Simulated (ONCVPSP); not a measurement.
## Configuration tests for gold (Au) (ONCV)

```
Element                 : gold
Generator               : ONCVPSP 4.0.1
Type                    : optimised norm-conserving Vanderbilt (ONCV)
Functional              : LDA (Perdew-Wang 92)
Relativity              : scalar-relativistic
Frozen core             : [Kr] 4d10 4f14
Valence charge          : 19
Reference configuration : 5s2 5p6 5d10 (charge +1)
Partial waves           : 5s: rc 1.45 bohr, ncon 3, nbas 6, qcut 11 1/bohr, 2 projectors, debl 3.1 Ha; 5p: rc 1.45 bohr, ncon 3, nbas 7, qcut 10.2 1/bohr, 2 projectors, debl 3.2 Ha; 5d: rc 1.70 bohr, ncon 3, nbas 8, qcut 7.3 1/bohr, 2 projectors, debl 1.9 Ha
Local potential         : polynomial inside 1.40 bohr (lpopt 3, dvloc0 2 Ha)
Core correction         : Teter function, fcfact 4.75, rcfact 1.3
```

In the s channel the program set the typed energies aside and used -4.312, 0.250 Ha.

Energies are relative to the spin-unpolarised reference configuration 5s2 5p6 5d10; without spin polarisation the order of configurations can differ from experiment.

```
valence configuration  charge  ΔE all-electron (eV)  error AE − PS (meV)
     5s2 5p6 5d10 6s1       0                -9.767                 +3.0
          5s2 5p6 5d9      +2                21.502                 -3.5
          5s2 5p6 5d8      +3                55.673                  -12
```

Question: What are ΔE and the potential's error for 5s1 5p6 5d10 6s1?

Answer: ΔE = 105.907 eV all-electron; the error (AE − PS) is -209 meV.
